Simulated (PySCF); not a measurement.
PySCF input (TPSSh/def2-TZVPD):

```python
from pyscf import gto, scf, dft

mol = gto.M(
    atom='''
    F    -0.33331621    1.41870965    0.76257341
    C    -0.15388343    0.38035234   -0.09532345
    F    -0.56553872    0.80298230   -1.31937120
    C     1.22207737   -0.28113622   -0.05316694
    O     0.61602590   -1.52262589    0.38159868
    C    -0.71919998   -0.96182148    0.36467551
    H     1.71110999   -0.37338828   -1.02393345
    H     1.90247041    0.13399508    0.69167015
    H    -1.17734831   -0.94590585    1.35457337
    H    -1.36870873   -1.45328921   -0.36103024
    ''',
    basis='def2-tzvpd',
    charge=0,
    spin=0,
    verbose=4,
)

mf = dft.RKS(mol, xc='tpssh').density_fit(auxbasis='def2-universal-jkfit')
mf.grids.level = 3
mf.conv_tol = 1e-9
mf.max_cycle = 100
mf.max_memory = 1500
mf.kernel()
if not mf.converged:
    mf = mf.newton()
    mf.kernel(mf.make_rdm1())
mf.analyze()
```

End of the output:

```
Extra cycle  E= -391.762251662589  delta_E= 1.13e-11  |g|= 9.69e-06  |ddm|= 1.54e-05
converged SCF energy = -391.762251662589
**** SCF Summaries ****
Total Energy =                        -391.762251662588994
Nuclear Repulsion Energy =             258.302827621995505
One-electron Energy =                -1051.724892260300521
Two-electron Energy =                  401.659812975716022
Two-electron Coulomb Energy =          449.013989357520813
DFT Exchange-Correlation Energy =      -47.354176381804812
HOMO-LUMO gap [eV] =                     7.292689855388553
**** MO energy ****
MO #1   energy= -24.6215194581465  occ= 2
MO #2   energy= -24.6215109109899  occ= 2
MO #3   energy= -19.0758331168249  occ= 2
MO #4   energy= -10.2882276604928  occ= 2
MO #5   energy= -10.1838456204253  occ= 2
MO #6   energy= -10.1838401913134  occ= 2
MO #7   energy= -1.24225707670369  occ= 2
MO #8   energy= -1.18458694367899  occ= 2
MO #9   energy= -1.04330393289039  occ= 2
MO #10  energy= -0.740368303143246 occ= 2
MO #11  energy= -0.71042926008932  occ= 2
MO #12  energy= -0.595953259507802 occ= 2
MO #13  energy= -0.551704757278134 occ= 2
MO #14  energy= -0.534943803905381 occ= 2
MO #15  energy= -0.51201016343343  occ= 2
MO #16  energy= -0.467489256065104 occ= 2
MO #17  energy= -0.436198041245441 occ= 2
MO #18  energy= -0.435931181168035 occ= 2
MO #19  energy= -0.422536822050294 occ= 2
MO #20  energy= -0.395959291092532 occ= 2
MO #21  energy= -0.388074257340865 occ= 2
MO #22  energy= -0.330973914254012 occ= 2
MO #23  energy= -0.316253560204026 occ= 2
MO #24  energy= -0.265460901428433 occ= 2
MO #25  energy= 0.00254050982009797 occ= 0
MO #26  energy= 0.00672325788682592 occ= 0
MO #27  energy= 0.0289492669242234 occ= 0
MO #28  energy= 0.0350007011960042 occ= 0
MO #29  energy= 0.0571721223875986 occ= 0
MO #30  energy= 0.0611191672085935 occ= 0
MO #31  energy= 0.0755102860011438 occ= 0
MO #32  energy= 0.0756313240970547 occ= 0
MO #33  energy= 0.0760311658853328 occ= 0
MO #34  energy= 0.0968214528365089 occ= 0
MO #35  energy= 0.10646982540187   occ= 0
MO #36  energy= 0.115212495450746  occ= 0
MO #37  energy= 0.133335197356608  occ= 0
MO #38  energy= 0.136380648749017  occ= 0
MO #39  energy= 0.150050947671673  occ= 0
MO #40  energy= 0.151814858765147  occ= 0
MO #41  energy= 0.165141504298712  occ= 0
MO #42  energy= 0.171684353046261  occ= 0
MO #43  energy= 0.173230246603079  occ= 0
MO #44  energy= 0.17845007417862   occ= 0
MO #45  energy= 0.200025603963046  occ= 0
MO #46  energy= 0.221168470275283  occ= 0
MO #47  energy= 0.239501942016534  occ= 0
MO #48  energy= 0.240789798975194  occ= 0
MO #49  energy= 0.241985247012351  occ= 0
MO #50  energy= 0.253639670154637  occ= 0
MO #51  energy= 0.262232347471287  occ= 0
MO #52  energy= 0.268335019154225  occ= 0
MO #53  energy= 0.272958320007639  occ= 0
MO #54  energy= 0.279679982148769  occ= 0
MO #55  energy= 0.281840446756676  occ= 0
MO #56  energy= 0.287408597732648  occ= 0
MO #57  energy= 0.297068830324856  occ= 0
MO #58  energy= 0.299850246389251  occ= 0
MO #59  energy= 0.312786526813376  occ= 0
MO #60  energy= 0.321021069844845  occ= 0
MO #61  energy= 0.322595162209193  occ= 0
MO #62  energy= 0.330339994368769  occ= 0
MO #63  energy= 0.337126316447998  occ= 0
MO #64  energy= 0.368979484193838  occ= 0
MO #65  energy= 0.37963676327715   occ= 0
MO #66  energy= 0.388863222700445  occ= 0
MO #67  energy= 0.391480603582057  occ= 0
MO #68  energy= 0.39259123458905   occ= 0
MO #69  energy= 0.409605310505647  occ= 0
MO #70  energy= 0.415985801190366  occ= 0
MO #71  energy= 0.42224928572822   occ= 0
MO #72  energy= 0.42590194583453   occ= 0
MO #73  energy= 0.434941984217216  occ= 0
MO #74  energy= 0.444622375059202  occ= 0
MO #75  energy= 0.471347831437956  occ= 0
MO #76  energy= 0.47362164771754   occ= 0
MO #77  energy= 0.474424510745965  occ= 0
MO #78  energy= 0.48675858144378   occ= 0
MO #79  energy= 0.495901978218325  occ= 0
MO #80  energy= 0.503160742693885  occ= 0
MO #81  energy= 0.539080340829059  occ= 0
MO #82  energy= 0.55796493258536   occ= 0
MO #83  energy= 0.574882807445921  occ= 0
MO #84  energy= 0.592973987574416  occ= 0
MO #85  energy= 0.604943751226796  occ= 0
MO #86  energy= 0.637966721133544  occ= 0
MO #87  energy= 0.640217175499363  occ= 0
MO #88  energy= 0.647411364219574  occ= 0
MO #89  energy= 0.655062170269593  occ= 0
MO #90  energy= 0.655967473255129  occ= 0
MO #91  energy= 0.667188533691302  occ= 0
MO #92  energy= 0.672412023621232  occ= 0
MO #93  energy= 0.673714951349608  occ= 0
MO #94  energy= 0.70413661263856   occ= 0
MO #95  energy= 0.721835636538548  occ= 0
MO #96  energy= 0.731371125533982  occ= 0
MO #97  energy= 0.75618725087064   occ= 0
MO #98  energy= 0.760436265493504  occ= 0
MO #99  energy= 0.760614221520597  occ= 0
MO #100 energy= 0.76899216815566   occ= 0
MO #101 energy= 0.776456585124922  occ= 0
MO #102 energy= 0.785817407156908  occ= 0
MO #103 energy= 0.838524328651194  occ= 0
MO #104 energy= 0.838879902379094  occ= 0
MO #105 energy= 0.862185595959169  occ= 0
MO #106 energy= 0.872646856165434  occ= 0
MO #107 energy= 0.897491535727183  occ= 0
[...]
```
